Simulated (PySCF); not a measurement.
## Excitation energy of Cu²⁺ by level of theory

Cu²⁺ [Ar] 3d9 (2D) → Cu²⁺ [Ar] 3d8 4s1 (4F), as a difference of total energies. Computed with PySCF 2.14 in dyall-v2z (15s11p6d2f, 92 functions), with scalar relativity by spin-free X2C-1e. Correlated levels: valence: [Ar] frozen; virtual orbitals above 40 to 60 times the deepest correlated orbital energy dropped. The calculations carry no spin-orbit coupling.

| method | excitation energy (eV) |
| --- | --- |
| UHF | 5.869 |
| MP2 (valence) | 7.706 |
| SCS-MP2 (valence) | 7.640 |
| CCSD (valence) | 7.276 |
| CCSD(T) (valence) | 7.338 |

**Question.** How much does correlation contribute at CCSD(T) (valence)?

**Answer.** 7.338 − (5.869) = 1.469 eV, measured against UHF.

A first-order spin-orbit estimate (lowest level to lowest level, LS coupling) adds -0.063 eV.

The basis was made for the ground configuration and has no added diffuse functions, so the excitation energy can come out too high.
